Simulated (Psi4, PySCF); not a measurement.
PySCF was given this input:
```python
from pyscf import gto, scf

mol = gto.Mole()
mol.atom = '''
    Sn    0.000000    0.000000    0.000000
    F    -0.000000   -0.000000   -2.208865
    F     0.000000    0.000000    2.208865
'''
mol.basis = 'def2-svp'
mol.ecp = {'Sn': 'def2-svp'}
mol.charge = 1
mol.spin = 1
mol.verbose = 3
mol.build()

mf = scf.UHF(mol)
mf.kernel()
```

Task: Give the equivalent Psi4 input.

Result: One answer among several that fit: 
```
memory 2 GB

molecule mol {
1 2
Sn    0.000000    0.000000    0.000000
F    -0.000000   -0.000000   -2.208865
F     0.000000    0.000000    2.208865
}

set {
  basis def2-svp
  reference uhf
  scf_type pk
  puream true
  d_convergence 1e-8
}

energy('scf')
print_variables()
```

Both were run: PySCF gave -411.704167 Eh and Psi4 -411.704167 Eh, 0.000 mEh apart.
